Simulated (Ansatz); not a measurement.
tetraphenylsilane, `c1ccc([Si](c2ccccc2)(c2ccccc2)c2ccccc2)cc1`, relaxed as a singlet with RKS PBE-D4/def2-SVP in Ansatz, starting from the GFN2-xTB geometry. Force threshold 0.03 eV/Å.

Single mean-field runs in def2-SVP are fitted with def2-universal-jkfit.

Start:

Cartesian coordinates in Å:
```
C -4.521 -1.109 0.590
C -3.551 -2.095 0.660
C -2.218 -1.769 0.489
C -1.823 -0.458 0.244
Si 0.003 0.000 -0.001
C 0.376 0.238 -1.846
C -0.638 0.431 -2.779
C -0.350 0.609 -4.121
C 0.964 0.594 -4.557
C 1.986 0.401 -3.642
C 1.692 0.227 -2.302
C 0.334 1.608 0.952
C -0.198 1.789 2.226
C 0.025 2.954 2.937
C 0.789 3.968 2.382
C 1.326 3.806 1.116
C 1.100 2.636 0.412
C 1.122 -1.388 0.649
C 1.760 -1.293 1.881
C 2.572 -2.312 2.347
C 2.762 -3.452 1.584
C 2.134 -3.564 0.354
C 1.324 -2.542 -0.105
C -2.811 0.521 0.179
C -4.146 0.203 0.350
H -5.563 -1.361 0.722
H -3.836 -3.120 0.850
H -1.465 -2.543 0.549
H -1.667 0.437 -2.447
H -1.152 0.759 -4.829
H 1.191 0.728 -5.605
H 3.014 0.385 -3.975
H 2.494 0.072 -1.594
H -0.801 1.003 2.662
H -0.399 3.075 3.923
H 0.963 4.881 2.934
H 1.920 4.594 0.676
H 1.520 2.518 -0.577
H 1.621 -0.405 2.480
H 3.057 -2.218 3.308
H 3.398 -4.248 1.944
H 2.277 -4.451 -0.246
H 0.841 -2.635 -1.069
H -2.526 1.549 -0.003
H -4.897 0.978 0.299
```

```
step  energy (eV)  largest force component (eV/Å)  SCF passes
   1  -33036.7239                           0.972          19
   2  -33037.0971                           0.306          21
   3  -33037.1273                           0.020          21
```

Force components are those of the run's own axes.

End:

```xyz
45

C    -4.551   -1.136    0.573
C    -3.570   -2.137    0.649
C    -2.214   -1.807    0.490
C    -1.813   -0.474    0.254
Si    0.001    0.000    0.000
C     0.360    0.230   -1.843
C    -0.669    0.437   -2.788
C    -0.375    0.631   -4.147
C     0.958    0.624   -4.586
C     1.996    0.418   -3.662
C     1.697    0.220   -2.306
C     0.328    1.614    0.933
C    -0.208    1.797    2.229
C     0.039    2.971    2.956
C     0.826    3.991    2.394
C     1.362    3.829    1.107
C     1.115    2.651    0.385
C     1.129   -1.371    0.657
C     1.768   -1.278    1.913
C     2.579   -2.320    2.390
C     2.764   -3.478    1.618
C     2.138   -3.588    0.366
C     1.331   -2.542   -0.109
C    -2.815    0.522    0.187
C    -4.172    0.197    0.341
H    -5.614   -1.393    0.700
H    -3.862   -3.181    0.838
H    -1.454   -2.602    0.559
H    -1.720    0.438   -2.457
H    -1.193    0.784   -4.868
H     1.189    0.773   -5.652
H     3.043    0.406   -4.002
H     2.521    0.045   -1.594
H    -0.839    1.011    2.676
H    -0.388    3.095    3.963
H     1.016    4.916    2.960
H     1.973    4.628    0.660
H     1.536    2.539   -0.627
H     1.637   -0.372    2.526
H     3.074   -2.225    3.369
H     3.403   -4.294    1.989
H     2.284   -4.492   -0.247
H     0.858   -2.637   -1.100
H    -2.531    1.574    0.021
H    -4.937    0.987    0.286
```

By distances, no bond broke or formed. The bond that changes most is C12–C13, from 1.39 to 1.41 Å (atoms count from 1).

No frequencies were taken in this run, so the end may be a saddle point.

Run time 20 s (2 threads of AMD EPYC 7R13 on a shared host and a share (18 GiB) of an NVIDIA H100 80GB HBM3), peak host memory 0.91 GiB.
